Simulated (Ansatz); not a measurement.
One change: `O[SiH2][SiH2]S` becomes `O[SiH2][SiH2]F`.

Ansatz, PBE0-D4/def2-TZVP geometries, multiplicity 1. Each molecule was computed in one conformer, which needn't be the lowest.

| property | `O[SiH2][SiH2]S` |
| --- | --- |
| size of the dipole moment (B3LYP/def2-TZVPP) / D | 1.15 |
| size of the dipole moment (PBE/def2-TZVPP) / D | 1.06 |
| HOMO–LUMO gap (PBE/def2-TZVPP) / eV | 4.67 |
| LUMO energy (B3LYP/def2-TZVPP) / eV | -0.93 |
| HOMO energy (ωB97M-V/def2-TZVPP) / eV | -9.48 |
| LUMO energy (PBE0/def2-TZVPP) / eV | -0.76 |

What does the change do to each property? (An estimate is asked.)

Computed: 
```csv
property,`O[SiH2][SiH2]F`,shift
size of the dipole moment (B3LYP/def2-TZVPP) / D,2.15,1.00
size of the dipole moment (PBE/def2-TZVPP) / D,2.08,1.02
HOMO–LUMO gap (PBE/def2-TZVPP) / eV,5.08,0.41
LUMO energy (B3LYP/def2-TZVPP) / eV,-1.21,-0.28
HOMO energy (ωB97M-V/def2-TZVPP) / eV,-10.25,-0.77
LUMO energy (PBE0/def2-TZVPP) / eV,-1.01,-0.25
```

With PBE0 the HOMO falls by 0.78 eV and the LUMO falls by 0.25 eV, so the gap widens by about 0.53 eV. PBE moves the HOMO by -0.70 eV and ωB97M-V by -0.77 eV. Dipoles are sizes alone; their direction can turn.

B3LYP here is the variant with VWN-RPA as its local correlation; programs differ in this.
